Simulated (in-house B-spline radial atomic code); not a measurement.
Results of a calculation; reference values are marked as such.
Correlation energy from the adiabatic connection: −Z/r, Z = 17

Two electrons in a singlet, external potential −Z/r, Z = 17 (atomic units). Full CI in B-splines (partial waves to l = 8, correlation up to 0.6 % small) with the density held fixed gives W(λ) = <V_ee>_λ − U, and E_c is the integral of W(λ) − W(0) from 0 to 1.

```
   λ  W(λ) − W(0) (hartree)
   0                0.00000
0.02               -0.00186
0.05               -0.00465
0.12               -0.01114
0.25               -0.02313
 0.4               -0.03689
 0.6               -0.05509
 0.8               -0.07314
   1               -0.09103
```

Integrate the table by the trapezoid rule.

The strips give -0.00002, -0.00010, -0.00055, -0.00223, -0.00450, -0.00920, -0.01282, -0.01642, which sum to -0.04584 hartree. The direct value, W(1) − W(0) + T_c with T_c = 0.04518, is -0.04585; the curve is convex, so chords lie above it and the trapezoids fall short in size by 0.04 %.

Now use only three numbers: W(0) = -10.403, the initial slope W'(0) = -0.09304 (extrapolated from the first points) and the strong-coupling limit of the point-charge-plus-continuum model, W∞ = -14.759. What do second-order theory and the interpolation W(λ) = W∞ + (W(0) − W∞)/√(1 + 2χλ) of Seidl, Perdew and Levy give?

Second order keeps the slope alone: E_c = W'(0)/2 = -0.04652, +1 % in size against -0.04585. Matching the slope fixes χ = W'(0)/(W∞ − W(0)) = -0.09304/(-4.35600) = 0.02136. Integrating, with s = √(1 + 2χ) = 1.021136, E_c = −(W(0) − W∞)(s − 1)/(s + 1) = −4.35600 × 0.021136/2.021136 = -0.04555 hartree, -0.7 % in size against the full result. At λ = 1 the formula gives W − W(0) = -0.09016 against -0.09103. Part of the miss can come from the model's W∞.
